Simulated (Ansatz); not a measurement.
`C1O[SiH2][GeH2][O]1`, charge 0, multiplicity 1.

**Question.** Give a relaxed structure at PBE0-D4/def2-TZVP (Ansatz 0.2.0). (Best estimate.)

**Answer.** The calculation gave: 
```xyz
11

C    -0.132   -0.291   -1.479
O     1.125    0.032   -0.903
Si    1.199    0.554    0.665
Ge   -0.990   -0.252    1.102
O    -1.008   -0.903   -0.591
H    -0.570    0.632   -1.888
H     0.067   -0.993   -2.293
H     1.363    2.029    0.762
H     2.324   -0.113    1.362
H    -1.243   -1.464    2.007
H    -2.135    0.768    1.257
```
This is one stationary point; other conformers may exist.
